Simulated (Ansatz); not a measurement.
Cl2Ge2H4 can be A, `[Cl][GeH2][GeH2][Cl]`, or B, `[Cl][GeH]([Cl])[GeH3]`.

Computed with Ansatz on PBE0-D4/def2-TZVP structures; ΔE is electronic, products minus reactants. CBS: MP2 limit from def2 TZ/QZ plus the TZ coupled-cluster correction, frozen cores. DFT in def2-TZVPP. B3LYP here is the variant with VWN-RPA as its local correlation; programs differ in this. For Ge outer-core shells are correlated without core-valence functions, which leaves a few kJ/mol of doubt a bond. Scalar relativity is left out up to krypton. Each species was taken in one conformer, which may not be the lowest.

A:

Z-matrix (Å, degrees):
```
Ge
Ge 1 2.428
Cl 1 2.158 2 106.6
H 1 1.534 2 112.1 3 -117.0
H 1 1.537 2 112.7 3 116.8
Cl 2 2.158 1 106.6 3 70.3
H 2 1.534 1 112.1 3 -46.7
H 2 1.537 1 112.7 3 -172.9
```

B:

```xyz
8

Cl    0.8950    1.7782   -1.8138
Ge   -0.4664    0.9688   -0.3535
Cl   -0.4358    2.2907    1.3473
Ge    0.3469   -1.2063    0.3416
H    -1.8715    1.0789   -0.9627
H    -0.5957   -1.7617    1.4169
H     0.3691   -2.1347   -0.8793
H     1.7584   -1.0140    0.9035
```

Q: Which isomer does CCSD(T)/CBS put lower? Give the gap. (Estimate.)

A: The calculation gave: B, by 2.7 kcal/mol.

Q: Give E(B) − E(A) in kcal/mol with CCSD/def2-TZVPP, ωB97M-V, B2PLYP, MP2/def2-TZVPP, HF/def2-TZVPP, B3LYP-D4, B3LYP. (An estimate is asked.)

A: The calculation gave: CCSD/def2-TZVPP -2.4, ωB97M-V -2.6, B2PLYP -2.6, MP2/def2-TZVPP -2.9, HF/def2-TZVPP -1.4, B3LYP-D4 -2.7, B3LYP -2.5. None reverses the order clearly.

Q: Does the order hold for the free energy at 298.15 K (harmonic terms from PBE0-D4)? (Estimate.)

A: Ansatz gave: Yes: G(B) − G(A) = -3.0 kcal/mol, for one conformer each. Modes under 60 cm⁻¹, often nearly free rotors, make the harmonic entropy too high.

Largest T1 diagnostic: 0.011.

Leaving LDA and LC-ωPBE aside and taking each functional with its dispersion term where it has one, the values, not all of them listed here, spread over 0.6 kcal/mol, from r2SCAN-D4 to BHLYP-D4. In def2-TZVPP, CCSD(T) changes the Hartree–Fock value by −1.2 kcal/mol (the triples alone add −0.2 kcal/mol) and MP2 by −1.4 kcal/mol.
